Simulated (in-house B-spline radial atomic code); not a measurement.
Successive ionisation energies of bismuth; each step leads to the configuration of the next row (after the last: [Kr] 4d3/2(1)). Dirac energy differences include first-order Breit, QED and recoil terms. NIST's values go from ground level to ground level; the uncertainty of those that are theory runs from under 0.1 % in few-electron ions to several per cent in heavy many-electron ones. Computed with a B-spline radial code for spherical atoms: Dirac-Hartree-Fock, jj configuration that fills j = l - 1/2 first, finite nuclei.

A number in brackets counts the electrons of a j subshell.

| ion | configuration | ionisation energy (eV) | tabulated value (eV) | tabulated kind | computed minus tabulated (eV) | highest orbital | largest mean radius (bohr) |
| --- | --- | --- | --- | --- | --- | --- | --- |
| Bi39+ | [Kr] 4d3/2(4) 4d5/2(4) | 1903.9 | 1902 | tabulated theory | 1.9 | 4d5/2 | 0.3735 |
| Bi40+ | [Kr] 4d3/2(4) 4d5/2(3) | ? | ? | tabulated theory | ? | ? | ? |
| Bi41+ | [Kr] 4d3/2(4) 4d5/2(2) | 2027.1 | 2029 | tabulated theory | -1.9 | 4d5/2 | 0.36991 |
| Bi42+ | [Kr] 4d3/2(4) 4d5/2(1) | ? | ? | tabulated theory | ? | ? | ? |
| Bi43+ | [Kr] 4d3/2(4) | 2189.6 | 2190 | tabulated theory | -0.4 | 4d3/2 | 0.36639 |
| Bi44+ | [Kr] 4d3/2(3) | 2254.2 | 2253 | tabulated theory | 1.2 | 4d3/2 | 0.36451 |
| Bi45+ | [Kr] 4d3/2(2) | 2319.4 | 2321 | tabulated theory | -1.6 | 4d3/2 | 0.36264 |

Q: Fill in the row of Bi40+.

A: ionisation energy (eV): 1965.2; tabulated value (eV): 1967; computed minus tabulated (eV): -1.8; highest orbital: 4d5/2; largest mean radius (bohr): 0.3717.

Q: Fill in the row of Bi42+.

A: ionisation energy (eV): 2089.6; tabulated value (eV): 2090; computed minus tabulated (eV): -0.4; highest orbital: 4d5/2; largest mean radius (bohr): 0.36815.
